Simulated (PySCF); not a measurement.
Molecular orbitals of BeS

r²SCAN at R = 1.755 Å; Be jorge-DZP-DKH, S jorge-DZP-DKH; spin-free X2C with a Gaussian nucleus (PySCF 2.14). State: ¹Σ⁺ (singlet), closed shell. Only the outer orbitals are listed, counted within each symmetry.

```
orbital  occ.  ε (eV)  on Be (%)          main shells (%)
     5σ     2  -16.57         21  79 S s, 10 Be s, 9 Be p
     6σ     2   -7.71         32          60 S p, 28 Be s
     2π     2   -5.94         23          77 S p, 21 Be p
     2π     2   -5.94         23          77 S p, 21 Be p
     7σ     0   -4.31         90  49 Be s, 40 Be p, 9 S p
     3π     0   -0.78         81          79 Be p, 18 S p
     3π     0   -0.78         81          79 Be p, 18 S p
```

**Question.** Which are the highest filled and the lowest empty level, where do they sit, and how wide is the gap?

**Answer.** Highest filled 2π at -5.94 eV (in %: 77 S p, 21 Be p); lowest empty 7σ at -4.31 eV (in %: 49 Be s, 40 Be p, 9 S p); the gap at r²SCAN is 1.63 eV.

The bond order (Mayer) is 2.58, the ⟨S²⟩ is 0.000 and the charge on Be (Mulliken, basis-dependent) is 0.02. The charge on Be (Löwdin, basis-dependent) is -0.21 and the dipole moment (positive dipole means Be(−)S(+)) is -5.16 D.
